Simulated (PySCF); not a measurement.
Several compounds and their computed core spectra got separated.

Computed with delta-SCF UKS SCAN, pcX-2 on the ionised atom, pcseg-1 elsewhere, spin-free X2C in PySCF. Geometries: PBE0-D3(BJ)/def2-SVP; isolated species, one conformer each.

Line lists (1s up to Mg, 2p3/2 beyond, nothing for Br; areas count atoms within a level, one atom standing for each set equivalent by bonding):
1. C 1s: 298.65 eV; N 1s: 415.73 eV
2. B 1s: 195.38 eV; C 1s: 289.83 (area 2), 289.95 (area 1), 290.02 (area 1), 290.50 (area 1), 290.62 (area 1), 292.70 (area 1) eV; F 1s: 692.07 eV
3. C 1s: 291.07 (area 2), 291.90 (area 1) eV

Structures:
A. `C1(CC1)Br`
B. `C=C1C[C@@H](B(C)C)[C@H]1F`
C. `C[NH3+]`

Task: Match each list to its structure.

Result: 
- 1 = C: no other candidate has this set of levels. C 1s: 298.65 N-methyl carbon; N 1s: 415.73 ammonium nitrogen.
- 2 = B: no other candidate has this set of levels. B 1s: 195.38 three-coordinate boron; C 1s: 289.83 sp3 carbon bound to boron (×2), 289.95 sp3 carbon bound to boron, 290.02 terminal =CH2 carbon, 290.50 fully substituted alkene carbon, 290.62 allylic carbon, 292.70 sp3 C–F carbon; F 1s: 692.07 alkyl fluorine.
- 3 = A: no other candidate has this set of levels. C 1s: 291.07 three-membered-ring carbon (×2), 291.90 sp3 C–Br carbon.
